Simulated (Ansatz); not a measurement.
Compare A (`C[Te][SiH2][SiH3]`) with its isomer B (`[SiH3][SiH2]C[TeH]`).

Computed with Ansatz on PBE0-D4/def2-TZVP structures; ΔE is electronic, products minus reactants. CBS: MP2 limit from def2 TZ/QZ plus the TZ coupled-cluster correction, frozen cores. DFT in def2-TZVPP. B3LYP here is the variant with VWN-RPA as its local correlation; programs differ in this. def2 core potentials past Kr. For Te outer-core shells are correlated without core-valence functions, which leaves a few kJ/mol of doubt a bond. One conformer a species, not always the lowest.

A:

Z-matrix (Å, degrees):
```
C
Te 1 2.150
H 1 1.087 2 109.6
H 1 1.089 2 106.4 3 -118.8
H 1 1.087 2 110.0 3 122.3
Si 2 2.491 1 94.6 3 -61.5
Si 6 2.337 2 110.0 1 -63.0
H 6 1.488 2 105.7 1 177.5
H 6 1.490 2 110.7 1 59.9
H 7 1.489 6 109.5 2 53.4
H 7 1.489 6 112.0 2 173.5
H 7 1.486 6 109.2 2 -65.4
```

B:

```xyz
12

Si    1.787    0.522    0.421
Si   -0.389    0.841   -0.387
C    -1.541   -0.449    0.342
Te   -0.810   -2.426   -0.073
H     1.724    0.055    1.834
H     2.525    1.816    0.389
H     2.545   -0.469   -0.385
H    -0.412    0.722   -1.872
H    -0.873    2.210   -0.037
H    -2.568   -0.366   -0.010
H    -1.538   -0.380    1.432
H    -0.450   -2.075   -1.654
```

(1) Which is lower in electronic energy at CCSD(T)/CBS, and by how much? (Best estimate.)

(2) Give E(B) − E(A) in kcal/mol with ωB97M-V, B3LYP-D4, r2SCAN-D4, PBE0-D4, HF/def2-TZVPP, B3LYP, B2PLYP. (Estimate.)

Largest T1 diagnostic: 0.012.

Results:

(1) Ansatz gave: A, by 14.8 kcal/mol.

(2) Ansatz gave: ωB97M-V 13.9, B3LYP-D4 15.1, r2SCAN-D4 15.5, PBE0-D4 15.7, HF/def2-TZVPP 16.1, B3LYP 15.8, B2PLYP 15.3. None reverses the order clearly.

In def2-TZVPP, CCSD(T) changes the Hartree–Fock value by −2.3 kcal/mol (the triples alone add −0.1 kcal/mol) and MP2 by −1.3 kcal/mol. The D4 term adds −0.7 kcal/mol with B3LYP and −0.4 kcal/mol with PBE0; it sums over pairs of atoms, weighted by their polarisabilities, and B3LYP, whose exchange is more repulsive, gets the larger term.
